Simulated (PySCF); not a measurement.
An equivalent PySCF input for Mo+ (molybdenum, charge +1), [Kr] 4d5, high-spin 6S determinant, with scalar relativity through the core potential:

```python
from pyscf import gto, scf, dft, mp, cc
import basis_set_exchange as bse
txt = bse.get_basis("def2-QZVPPD", elements=["Mo"], fmt="nwchem", header=False)
cut = txt.index("\nECP")
mol = gto.M(atom="Mo 0 0 0", charge=1, spin=5, symmetry="D2h",
            basis=gto.basis.parse(txt[:cut]),
            ecp={"Mo": gto.basis.parse_ecp(txt[cut:])})
mf = dft.UKS(mol, xc="PBE")
mf.irrep_nelec = {'Ag': (3, 1), 'B1g': (1, 0), 'B2g': (1, 0), 'B3g': (1, 0), 'B1u': (1, 1), 'B2u': (1, 1), 'B3u': (1, 1)}
mf.kernel()
```

It reaches the same state as the run whose output follows, with an energy that differs only through the grid. The run itself started from symmetry-adapted Hartree-Fock orbitals and held the occupation by maximum overlap, on a logarithmic radial grid, so the iterations belong to that start.

```
SCF conv_tol = 1e-09
number electrons alpha = 9  beta = 4
XC functionals = PBE
    J. P. Perdew, K. Burke, and M. Ernzerhof.,  Phys. Rev. Lett. 77, 3865 (1996)
    J. P. Perdew, K. Burke, and M. Ernzerhof.,  Phys. Rev. Lett. 78, 1396 (1997)
    J. P. Perdew, K. Burke, and M. Ernzerhof.,  Phys. Rev. Lett. 77, 3865 (1996)
    J. P. Perdew, K. Burke, and M. Ernzerhof.,  Phys. Rev. Lett. 78, 1396 (1997)
cycle= 1 E= -67.8487062863995  delta_E= -0.00486  |g|= 0.0315  |ddm|= 0.182
cycle= 2 E= -67.8487096394033  delta_E= -3.35e-06  |g|= 0.036  |ddm|= 0.0449
cycle= 3 E= -67.8492408609257  delta_E= -0.000531  |g|= 0.00202  |ddm|= 0.0221
cycle= 4 E= -67.8492429437852  delta_E= -2.08e-06  |g|= 2.43e-05  |ddm|= 0.00142
cycle= 5 E= -67.8492429440523  delta_E= -2.67e-10  |g|= 2.5e-07  |ddm|= 1.74e-05
converged SCF energy = -67.8492429440523  <S^2> = 8.7502945  2S+1 = 6.0000982
```

Energies and moments cover only the electrons outside the core potential.
